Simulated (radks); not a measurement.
The numbers below are computed, except where a source is named.
Q: The mean radii <r> (bohr) of the occupied orbitals of an atom or ion are listed with their occupations. Code: a radial shooting solver on a logarithmic mesh with Libxc functionals. Model: scalar-relativistic Kohn-Sham, PBEsol, spin-polarised, spherical densities, finite nucleus; Fermi nuclear charge, rms radius of each element as measured or else 0.836 A^(1/3) + 0.57 fm.

orbital  occ.      <r>
1s up       1  0.02002
1s down     1  0.02002
2s up       1  0.08484
2s down     1  0.08484
2p up       3  0.07535
2p down     3  0.07535
3s up       1   0.2186
3s down     1   0.2186
3p up       3   0.2172
3p down     3   0.2172
3d up       5   0.1961
3d down     5   0.1961
4s up       1   0.4467
4s down     1   0.4467
4p up       3   0.4585
4p down     2   0.4586

Name the element and its charge. Open shells, if any, are filled with parallel spins first.

A: Z = 69, thulium, charge +34: Tm34+ in [Ar] 3d10 4s2 4p5. The 1s radius gives Z: for a bare nucleus <r> = (2 gamma + 1)/(2Z) with gamma = sqrt(1 - (Z/c)^2), 0.01977 bohr for Z = 69, and screening makes it slightly larger (0.02002 here). The occupations add up to 35, and the charge is Z minus that.
